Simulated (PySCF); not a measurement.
# Dipole response of B²⁺ (boron, charge +2)

[He] 2s1, 2S determinant. All numbers are calculated (PySCF 2.14, the spin-free X2C one-electron Hamiltonian (Gaussian nucleus), in x2c-QZVPPall with one added diffuse shell each of s, p, d, f type (8s5p4d3f1g, 73 functions)). Coupled (time-dependent) response in atomic units; α is the mean over directions.

```tsv
method	mean α (bohr³)	C₆ (like pair)	S(−4)
UHF	7.917	11.11	154.2
PBE	6.947	9.204	118.5
PBE0	7.167	9.626	126.1
BP86	7.086	9.501	122.6
TPSS	7.138	9.859	117.2
```

S(−4) is the Cauchy moment in α(ω) = α(0) + S(−4) ω² + …

α(iu) at TPSS:

```tsv
u (hartree)	α(iu) (bohr³)
0	7.138
0.0500	6.857
0.100	6.138
0.200	4.358
0.300	2.988
0.500	1.569
0.750	0.8754
1.00	0.5698
1.50	0.3072
2.00	0.1967
3.00	0.1043
5.00	0.04716
```

A single London oscillator, α(iu) = α/(1 + u²/ω²), gives C₆ = (3/4) ω α². Matching the computed C₆ needs ω = 4 × 9.859 / (3 × 7.138²) = 0.258 hartree.

For an ion, C₆ is the dispersion term alone; charge-induced terms of lower order in 1/R come first.
